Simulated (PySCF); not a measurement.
## How methods differ on the ionisation energy of Sn⁺

Sn⁺ [Kr] 4d10 5s2 5p1 (2P) → Sn²⁺ [Kr] 4d10 5s2 (1S), as a difference of total energies. Computed with PySCF 2.14 in aug-cc-pVQZ-DK3 (9s8p6d3f2g, 102 functions), with scalar relativity by spin-free X2C-1e. Correlated levels: valence: [Kr] 4d10 frozen. The calculations carry no spin-orbit coupling.

```tsv
method	ionisation energy (eV)
UHF	13.747
MP2 (valence)	13.978
SCS-MP2 (valence)	13.970
CCSD (valence)	14.032
CCSD(T) (valence)	14.052
```

How much does correlation contribute at CCSD(T) (valence)?

14.052 − (13.747) = 0.305 eV, measured against UHF.

Errors of the correlated levels include the incompleteness of this basis and the frozen core.

For comparison: 14.282 eV (measured; NIST levels, between the centres of gravity of the two terms).
